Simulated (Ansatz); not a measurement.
Geometry optimisation, Ansatz, RKS B3LYP/6-31G.

Input:

```yaml
crystal:
  periodic: [false, false, false]
  atoms:
    - { symbol: C, position_ang: [-1.3753, -0.1901, -0.0934] }
    - { symbol: C, position_ang: [-0.3665, 0.9385, -0.2121] }
    - { symbol: Al, position_ang: [1.3989, 0.2635, 0.34] }
    - { symbol: S, position_ang: [2.4314, -1.4904, -0.7312] }
    - { symbol: H, position_ang: [-1.5099, -0.5045, 0.927] }
    - { symbol: H, position_ang: [-2.4054, 0.2785, -0.4276] }
    - { symbol: H, position_ang: [-1.1373, -1.001, -0.7575] }
    - { symbol: H, position_ang: [-0.2548, 1.3099, -1.2688] }
    - { symbol: H, position_ang: [-0.6354, 1.8152, 0.4805] }
    - { symbol: H, position_ang: [2.1963, 0.942, 1.605] }
    - { symbol: H, position_ang: [1.7235, -2.4187, 0.1587] }
basis:
  gaussian: { orbitals: "6-31G" }
hamiltonian:
  xc: b3lyp
relax:
  f_tol: 0.02
  max_steps: 40
output:
  orbitals: {}
```

Launched with:

```bash
$ ansatz run input.yaml --threads 1 --pin off --max-ram 2048MiB --backend cpu --events-out ev --progress --plain --runs-dir out
```

Task: Where does it end, and by what steps?

Result: It converged. The force dipped under the threshold on the way, but the program's further checks kept it going. Limits of this set-up: no polarisation functions. After 25 steps the energy has fallen by 0.690 eV; H10 moved furthest, 1.17 Å.

```json
{"step": "0", "energy less start (eV)": "0.0000", "largest force component (eV/Å)": "2.662", "accepted": "yes"}
{"step": "1", "energy less start (eV)": "-0.3016", "largest force component (eV/Å)": "0.809", "accepted": "yes"}
{"step": "2", "energy less start (eV)": "-0.3623", "largest force component (eV/Å)": "0.139", "accepted": "yes"}
{"step": "3", "energy less start (eV)": "-0.3664", "largest force component (eV/Å)": "0.211", "accepted": "yes"}
{"step": "4", "energy less start (eV)": "-0.3871", "largest force component (eV/Å)": "0.270", "accepted": "yes"}
{"step": "5", "energy less start (eV)": "-0.4467", "largest force component (eV/Å)": "0.713", "accepted": "yes"}
{"step": "6", "energy less start (eV)": "-0.5080", "largest force component (eV/Å)": "1.152", "accepted": "yes"}
{"step": "7", "energy less start (eV)": "-0.6288", "largest force component (eV/Å)": "0.368", "accepted": "yes"}
{"step": "8", "energy less start (eV)": "-0.6746", "largest force component (eV/Å)": "0.151", "accepted": "yes"}
{"step": "9", "energy less start (eV)": "-0.6708", "largest force component (eV/Å)": "0.199", "accepted": "no"}
{"step": "10", "energy less start (eV)": "-0.6818", "largest force component (eV/Å)": "0.094", "accepted": "yes"}
{"step": "11", "energy less start (eV)": "-0.6799", "largest force component (eV/Å)": "0.217", "accepted": "no"}
{"step": "12", "energy less start (eV)": "-0.6843", "largest force component (eV/Å)": "0.045", "accepted": "yes"}
{"step": "13", "energy less start (eV)": "-0.6857", "largest force component (eV/Å)": "0.010", "accepted": "yes"}
{"step": "14", "energy less start (eV)": "-0.6865", "largest force component (eV/Å)": "0.031", "accepted": "yes"}
{"step": "15", "energy less start (eV)": "-0.6869", "largest force component (eV/Å)": "0.038", "accepted": "yes"}
{"step": "16", "energy less start (eV)": "-0.6865", "largest force component (eV/Å)": "0.137", "accepted": "no"}
{"step": "17", "energy less start (eV)": "-0.6880", "largest force component (eV/Å)": "0.036", "accepted": "yes"}
{"step": "18", "energy less start (eV)": "-0.6883", "largest force component (eV/Å)": "0.053", "accepted": "yes"}
{"step": "19", "energy less start (eV)": "-0.6883", "largest force component (eV/Å)": "0.091", "accepted": "no"}
{"step": "20", "energy less start (eV)": "-0.6890", "largest force component (eV/Å)": "0.026", "accepted": "yes"}
{"step": "21", "energy less start (eV)": "-0.6892", "largest force component (eV/Å)": "0.028", "accepted": "yes"}
{"step": "22", "energy less start (eV)": "-0.6894", "largest force component (eV/Å)": "0.019", "accepted": "yes"}
{"step": "23", "energy less start (eV)": "-0.6896", "largest force component (eV/Å)": "0.024", "accepted": "yes"}
{"step": "24", "energy less start (eV)": "-0.6897", "largest force component (eV/Å)": "0.023", "accepted": "yes"}
{"step": "25", "energy less start (eV)": "-0.6897", "largest force component (eV/Å)": "0.014", "accepted": "yes"}
```

```xyz
11
Properties=species:S:1:pos:R:3
C -1.329 -0.250 -0.288
C -0.357 0.912 0.004
Al 1.539 0.439 0.357
S 2.251 -1.720 0.305
H -1.386 -0.952 0.554
H -2.346 0.117 -0.474
H -1.024 -0.823 -1.173
H -0.360 1.628 -0.834
H -0.710 1.492 0.873
H 2.720 1.458 0.699
H 1.067 -2.357 -0.003
```

Whether the end is a true minimum wasn't checked by a vibrational analysis.

Time of the run: 100 s on 1 thread of Intel(R) Xeon(R) Platinum 8375C CPU @ 2.90GHz (Ice Lake), on a shared host, peak memory 0.16 GiB.
